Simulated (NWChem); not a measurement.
System: GeH₂Cl₂; SMILES [GeH2]([Cl])[Cl]

Here is an NWChem input.

```
start job
memory heap 200 mb stack 900 mb global 1100 mb
geometry units angstroms noautosym nocenter noautoz
  Ge     0.000000     0.000000    -0.617938
  Cl    -1.761550     0.000000     0.646730
  Cl     1.761550     0.000000     0.646730
  H      0.000000     1.306876    -1.440594
  H      0.000000    -1.306876    -1.440594
end
basis spherical
  * library cc-pvtz
end
dft
  xc xpbe96 cpbe96
  iterations 150
end
property
  efieldgrad
end
task dft property
```

The geometry was optimised at PBE-D3(BJ)/def2-SVP.

Vzz is the largest principal value of the second derivative of the potential at the nucleus (NWChem prints the opposite sign); η is the asymmetry. Non-relativistic.

Atoms are numbered as in the input.

Problem. Predict the main results of this run. (PBE/cc-pVTZ.) Quantities: Vzz Ge1 (a.u.); η Ge1; Vzz Cl3 (a.u.); η Cl3.

Solution. 
| Item | Result |
|---|---|
| Vzz Ge1 (a.u.) | -1.690 |
| η Ge1 | 0.59 |
| Vzz Cl3 (a.u.) | 2.416 |
| η Cl3 | 0.09 |
